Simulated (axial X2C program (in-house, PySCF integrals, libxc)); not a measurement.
Potential curves of MgTe⁻, 2c

Calculated with an axial X2C code built on PySCF integrals. Two-component (2c) means X2C with spin–orbit coupling and atomic mean-field two-electron Coulomb and Gaunt terms. Basis: Te dyall-acv3z [12s13p9d5f1g], Mg dyall-av3z [10s9p6d4f] (cores contracted in-house); Gaussian nuclei, density fitting, unrestricted open shells. Masses: Te 129.906 u, Mg 23.985 u.

State: Ω = 1/2 (⟨Sz⟩ = 0.48, ⟨Lz⟩ = 0.02 at PW91). Energies in kJ/mol from the fragments at the same level (Te- + Mg). Fits are polynomials in 1 − R0/R over 0.85 to 1.23 times the lowest point R0.

```json
{"R (Å)": "2.2350", "PW91": "-95.14"}
{"R (Å)": "2.3378", "PW91": "-130.28"}
{"R (Å)": "2.4149", "PW91": "-145.50"}
{"R (Å)": "2.4919", "PW91": "-153.71"}
{"R (Å)": "2.5690", "PW91": "-156.47"}
{"R (Å)": "2.6589", "PW91": "-154.63"}
{"R (Å)": "2.7488", "PW91": "-149.06"}
{"R (Å)": "2.8644", "PW91": "-138.25"}
{"R (Å)": "3.0057", "PW91": "-122.51"}
{"R (Å)": "3.2112", "PW91": "-98.88"}
```

Occupations by symmetry block were frozen at the best pattern of an incomplete PBE0 search. Dissociation energies refer to the lowest single-determinant-based atoms at the same level and basis. Density functionals use the spin component along the axis (collinear). The functionals have no current-density term, which raises determinants with orbital currents, atoms included. The highest occupied level of some functionals is positive through self-interaction error; at Hartree–Fock it is bound.

Question: Fit the PW91 curve near its minimum: give the equilibrium distance, the harmonic wavenumber and the well depth.

Answer: At PW91, 2c: Re = 2.580 Å, ωe ≈ 301 cm⁻¹, De = 1.62 eV to Te- + Mg; Be follows as 0.125 cm⁻¹.
